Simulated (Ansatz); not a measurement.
C₂H₇BFN (`CCB(N)F`). Charge 0, multiplicity 1. The geometry is a stationary point of PBE0-D4/def2-TZVP. It is one conformer, not always the lowest.

```xyz
12

C    -0.969   -1.185    0.723
C    -0.053    0.039    0.743
B     0.728    0.255   -0.603
N     0.796    1.467   -1.292
F     1.388   -0.790   -1.142
H    -0.410   -2.088    0.471
H    -1.763   -1.075   -0.021
H    -1.446   -1.347    1.692
H     0.695   -0.088    1.537
H    -0.622    0.935    1.011
H     1.320    1.578   -2.143
H     0.335    2.300   -0.975
```

Problem. What is the dipole moment at r2SCAN/def2-TZVPP? (Estimate.)

Solution. Ansatz gave: 2.14 D, with components (-0.51, 2.08, -0.07) D in this frame, pointing from negative to positive charge.

Problem. And with PBE, B3LYP, ωB97M-V? (An estimate is asked.)

Solution. Computed: PBE 2.14 D, B3LYP 2.17 D, ωB97M-V 2.15 D.

Problem. Give the Mulliken charges with r2SCAN, PBE, ωB97M-V in def2-TZVPP. (Estimate.)

Solution. The calculation gave: 
```
atom  r2SCAN    PBE  ωB97M-V
  C1   -0.13  -0.25    -0.31
  C2   -0.13  -0.21    -0.22
  B3    0.39   0.28     0.33
  N4   -0.35  -0.30    -0.25
  F5   -0.31  -0.25    -0.29
  H6    0.06   0.10     0.11
  H7    0.04   0.08     0.10
  H8    0.04   0.08     0.10
  H9    0.04   0.08     0.10
 H10    0.01   0.05     0.07
 H11    0.18   0.17     0.14
 H12    0.17   0.17     0.13
```

B3LYP here is the variant with VWN-RPA as its local correlation; programs differ in this.
